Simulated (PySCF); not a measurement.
# How methods differ on the excitation energy of F⁺

F⁺ [He] 2s2 2p4 (3P) → F⁺ [He] 2s1 2p5 (3P), as a difference of total energies. Computed with PySCF 2.14 in aug-cc-pCVTZ-DK with one added diffuse shell each of s, p, d, f type (8s7p5d3f, 75 functions), with the spin-free X2C one-electron Hamiltonian (Gaussian nucleus). Correlated levels: valence: 1s2 frozen; valence and next inner shell: nothing frozen. The calculations carry no spin-orbit coupling.

| method | excitation energy (cm⁻¹) | error (cm⁻¹) |
| --- | --- | --- |
| UHF | 176120 | +11333 |
| LDA | 149540 | -15244 |
| PBE | 151650 | -13138 |
| PBE0 | 158080 | -6709 |
| r2SCAN | 158330 | -6457 |
| B3LYP | 156010 | -8776 |
| HSE06 | 157760 | -7027 |
| TPSSh | 158830 | -5954 |
| wB97X-V | 158750 | -6032 |
| MP2 (valence) | 168460 | +3673 |
| SCS-MP2 (valence) | 167750 | +2968 |
| MP2 (valence and next inner shell) | 167970 | +3184 |
| SCS-MP2 (valence and next inner shell) | 167480 | +2693 |

Reference: 164790 cm⁻¹ (measured; NIST levels, between the centres of gravity of the two terms).

Errors of the correlated levels include the incompleteness of this basis and the frozen core.
